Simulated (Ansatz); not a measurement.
The same molecule with X = B, Al, Ga, In. Ansatz, PBE0-D4/def2-TZVP geometries, multiplicity 1. Each molecule was computed in one conformer, which needn't be the lowest.

Elements past krypton have def2 core potentials. Outer-core shells of Ga, In, Se are correlated without core-valence functions. Scalar relativity is left out up to krypton. Spin–orbit coupling is left out.

| X | molecule | vertical ionisation energy (CCSD(T)/def2-TZVPP) / eV | mean X–F bond length / Å | mean X–H bond length / Å | HOMO energy (PBE/def2-TZVPP) / eV | LUMO energy (ωB97M-V/def2-TZVPP) / eV | HOMO–LUMO gap (ωB97M-V/def2-TZVPP) / eV |
| --- | --- | --- | --- | --- | --- | --- | --- |
| B | `FB[SeH]` | 10.18 | 1.320 | 1.194 | -6.67 | 1.14 | 11.07 |
| Ga | `[F][GaH][SeH]` | 9.95 | 1.754 | 1.550 | -6.55 | 0.38 | 10.20 |
| In | `[F][InH][SeH]` | 9.69 | 1.954 | 1.698 | -6.40 | -0.08 | 9.57 |

Q: Give the row for X = Al, `[F][AlH][SeH]`. (Best estimate.)

A: The calculation gave: 
| X | molecule | vertical ionisation energy (CCSD(T)/def2-TZVPP) / eV | mean X–F bond length / Å | mean X–H bond length / Å | HOMO energy (PBE/def2-TZVPP) / eV | LUMO energy (ωB97M-V/def2-TZVPP) / eV | HOMO–LUMO gap (ωB97M-V/def2-TZVPP) / eV |
| --- | --- | --- | --- | --- | --- | --- | --- |
| Al | `[F][AlH][SeH]` | 9.95 | 1.647 | 1.570 | -6.52 | 0.56 | 10.33 |

From B to In the vertical ionisation energy (CCSD(T)/def2-TZVPP) isn't monotonic: highest at B, lowest at In; the mean X–F bond length rises at each step, by 0.634 Å in all; the mean X–H bond length isn't monotonic: highest at In, lowest at B; the HOMO energy (PBE/def2-TZVPP) isn't monotonic: highest at In, lowest at B; the LUMO energy (ωB97M-V/def2-TZVPP) falls at each step, by 1.22 eV in all; the HOMO–LUMO gap (ωB97M-V/def2-TZVPP) falls at each step, by 1.50 eV in all. Bonds lengthen as the atom grows down the group.
